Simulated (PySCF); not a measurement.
Electron correlation in Cl⁺ (chlorine, charge +1)

[Ne] 3s2 3p4, high-spin 3P determinant. Computed with PySCF 2.14 in def2-SVP, with no relativity, point nucleus. Frozen: [Ne]; 6 electrons correlated.

MP2 pair energies summed by pair of shells (mhartree):

```csv
pair,energy,share (%)
3p-3p,-43.37,48.8
3s-3p,-38.12,42.9
3s-3s,-7.45,8.4
```

Total MP2 correlation energy: -88.94 mhartree.

Same-spin part -21.72 and opposite-spin part -67.22 mhartree; SCS-MP2 scales them by 1/3 and 6/5 to -87.91 mhartree.

| level | correlation energy (mhartree) |
| --- | --- |
| CCSD | -108.09 |
| (T) | -1.04 |
| CCSD(T) | -109.13 |

Diagnostics: T1 = 0.0062, D1 = 0.0201, largest double amplitude 0.051.

Cost of the coupled-cluster step: 0.06 s of wall time on 1 thread of Neoverse-V2 (shared host), for 6 correlated electrons.

Iterations:

```
CC2 = 0
CCSD nocc = (np.int64(4), np.int64(2)), nmo = (13, 13)
frozen orbitals [[0, 1, 2, 3, 4], [0, 1, 2, 3, 4]]
max_cycle = 100
direct = 0
conv_tol = 1e-08
conv_tol_normt = 1e-06
diis_space = 8
diis_start_cycle = 0
Init t2, MP2 energy = -0.0889415779358841
Init E_corr(UCCSD) = -0.0889415779363674
cycle = 1  E_corr(UCCSD) = -0.103815329453554  dE = -0.0148737515  norm(t1,t2) = 0.034932
cycle = 2  E_corr(UCCSD) = -0.106838334502489  dE = -0.00302300505  norm(t1,t2) = 0.0107597
cycle = 3  E_corr(UCCSD) = -0.108105674009076  dE = -0.00126733951  norm(t1,t2) = 0.00394411
cycle = 4  E_corr(UCCSD) = -0.108082118736702  dE = 2.35552724e-05  norm(t1,t2) = 0.000356313
cycle = 5  E_corr(UCCSD) = -0.108085725642509  dE = -3.60690581e-06  norm(t1,t2) = 6.23997e-05
cycle = 6  E_corr(UCCSD) = -0.108085320186361  dE = 4.05456147e-07  norm(t1,t2) = 9.53701e-06
cycle = 7  E_corr(UCCSD) = -0.108085440851839  dE = -1.20665478e-07  norm(t1,t2) = 1.81234e-06
cycle = 8  E_corr(UCCSD) = -0.108085403781572  dE = 3.70702674e-08  norm(t1,t2) = 2.71428e-07
cycle = 9  E_corr(UCCSD) = -0.108085407785585  dE = -4.00401302e-09  norm(t1,t2) = 4.72983e-08
UCCSD converged
E(UCCSD) = -458.9943204380209  E_corr = -0.1080854077855848
UCCSD(T) correction = -0.00103994036952775
```
